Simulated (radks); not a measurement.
Values are calculated unless marked as measured or tabulated.
Task: Zr VI, configuration [Ar] 3d10 4s2 4p5. Level of theory: non-relativistic Kohn-Sham, LB94 model potential, spin-polarised, spherical densities, point nucleus; open shells are filled with parallel spins first (spin-orbit coupling, left out, can overturn this in heavy ions); relativity is left out, which matters for an element this heavy (a radial shooting solver on a logarithmic mesh with Libxc functionals). Some entries of the table are withheld. Estimate them.

orbital  occ.  eigenvalue (hartree)  <r> (bohr)
1s down     1             -646.5400     0.03809
1s up       1             -646.5395     0.03809
2s up       1             -90.88674      0.1669
2s down     1             -90.88351      0.1669
2p up       3             -83.66619      0.1432
2p down     3             -83.66072      0.1432
3s up       1             -17.11973      0.4700
3s down     1             -17.11671      0.4703
3p up       3             -14.38491      0.4663
3p down     3             -14.38237      0.4666
3d up       5              -9.39228      0.4479
3d down     5              -9.39124      0.4482
4s up       1              -4.36023       1.190
4s down     1              -4.34658       1.186
4p up       3              -3.58368       1.288
4p down     2              -3.56639       1.284
4d up       0                   (1)       1.578
4d down     0                   (2)       1.577
5s up       0                   (3)       2.469
5s down     0                   (4)       2.476

Result: 
(1) 4d up eigenvalue (hartree): -2.37063
(2) 4d down eigenvalue (hartree): -2.34901
(3) 5s up eigenvalue (hartree): -1.90472
(4) 5s down eigenvalue (hartree): -1.89261
